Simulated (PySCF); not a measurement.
Relaxation of doublet InBr₂

Method: PySCF, UPBE0, basis In def2-TZVP with ECP28, Br def2-TZVP (scalar-relativistic core potentials, no spin–orbit coupling, density fitting). A (50,194) grid was used.

A start displaced from a saddle point along its imaginary mode, of C2v symmetry, held to at least that symmetry:

Coordinates in bohr (charge 0 multiplicity 2):
```
In   -0.4724    0.0000    0.0000
Br    0.3439    0.0000    4.8828
Br    0.3439    0.0000   -4.8828
```

(1) What forces act on the atoms at the start (eV/Å)?

(2) What does it relax to?

(3) How much energy is released, and in how many steps?

Results:

(1) 
```json
{"atom": "In1", "Fx": "-0.11", "Fy": "0.00", "Fz": "0.00"}
{"atom": "Br2", "Fx": "0.05", "Fy": "0.00", "Fz": "-0.43"}
{"atom": "Br3", "Fx": "0.05", "Fy": "0.00", "Fz": "0.43"}
```

(2) It ends at C2v with In–Br 2.505 Å (×2); Br–In–Br 121.4° (after a last refinement on a finer grid). A frequency run shows a minimum. Other isomers or separated fragments may lie lower.

(3) 25.6 kJ/mol in 7 steps.

No spin–orbit coupling is included, which matters more the heavier the element.
